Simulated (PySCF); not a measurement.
Compound: C6H7F2 (doublet state).
Z-matrix (Å and degrees, GFN2-xTB geometry), rows numbered from 1:
```
C 
C   1  1.3529
F   2  1.3550  1  116.43
C   2  1.4056  1  125.32  3  -179.87
C   4  1.4089  2  128.33  1  -179.94
C   5  1.4991  4  122.28  2     0.78
C   5  1.3601  4  117.64  2  -179.28
F   7  1.3401  5  122.21  4  -179.92
H   1  1.0721  2  120.88  3  -179.90
H   1  1.0738  2  120.68  3     0.05
H   4  1.0799  2  114.47  1     0.27
H   6  1.0861  5  110.53  4   178.87
H   6  1.0877  5  110.39  4    58.27
H   6  1.0880  5  110.31  4   -60.64
H   7  1.0790  5  125.47  4     0.25
```

The hyperfine couplings belong to this conformer and change with its torsions.

As a line formula: `C=C(F)/C=C(\C)[CH]F` [radical].

Computed, not measured: UKS B3LYP, pcH-1 on C F H, non-relativistic, mean-field spin-orbit, GIAO in PySCF 2.14.0. Isolated species at its GFN2-xTB geometry (one conformer only). A GFN2-xTB geometry isn't a minimum of the functional, and hyperfine couplings can be far from their values at a DFT geometry. Stability of the SCF solution: not tested. ⟨S²⟩ is 0.790 where a pure state has 0.75.

Q: Break the g tensor into its mass correction, gauge correction and orbital-Zeeman/spin–orbit terms.

A: 
| Δg (ppm) | 1 | 2 | 3 |
| --- | --- | --- | --- |
| relativistic mass correction | -163 | -163 | -163 |
| gauge correction | -4 | 43 | 27 |
| orbital Zeeman/spin–orbit | -27 | 999 | 1578 |
| total | -194 | 878 | 1442 |

So g = 2.00213, 2.00320, 2.00376 and g_iso = 2.00303; the tensor is rhombic: the two nearest values differ by 34 % of g3 − g1. Axes: g2 points within 1° of the C4–C5 bond.

Q: At 33.858 GHz, how far is the centre of the isotropic spectrum from where a free electron (g = 2.002319) resonates?

A: B = hν/(g μB) with μB/h = 13.99624 MHz/mT gives 1208.14 mT for the free electron and 1207.71 mT at g_iso, 0.43 mT lower.

Q: What are the electron Larmor frequencies g μB B/h along the three axes at 340 mT?

A: 9.5276, 9.5327, 9.5353 GHz for g1, g2 and g3, a range of 7.8 MHz.

Q: In a frozen sample, at which fields do the three g values resonate at 9.5, 34, 94 and 263 GHz (hyperfine left aside), and which band first spreads them over more than twice a line width of 1.0 mT?

A: 
| band | GHz | B(g3) mT | B(g2) mT | B(g1) mT | spread mT |
| --- | --- | --- | --- | --- | --- |
| X | 9.5 | 338.74 | 338.84 | 339.02 | 0.28 |
| Q | 34.0 | 1212.33 | 1212.67 | 1213.32 | 0.99 |
| W | 94.0 | 3351.74 | 3352.68 | 3354.48 | 2.74 |
| J | 263.0 | 9377.74 | 9380.38 | 9385.40 | 7.66 |

The spread grows in proportion to the frequency. W band is the first where it exceeds 2.0 mT.

The largest Mulliken spin populations are on C4 (+0.53), C1 (+0.50), C7 (+0.43) and C5 (-0.20). Three atoms exceed +0.15. The positive populations add up to 1.51 and the negative ones to -0.51, together 2S = 1. The angles at C4 add up to 360.0°, so it is planar.

The HOMO–LUMO gaps are 5.12 eV among the α and 4.27 eV among the β orbitals.

The SMILES draws the unpaired electron on C7; the largest computed Mulliken spin population is on C4 (0.53 against 0.43).
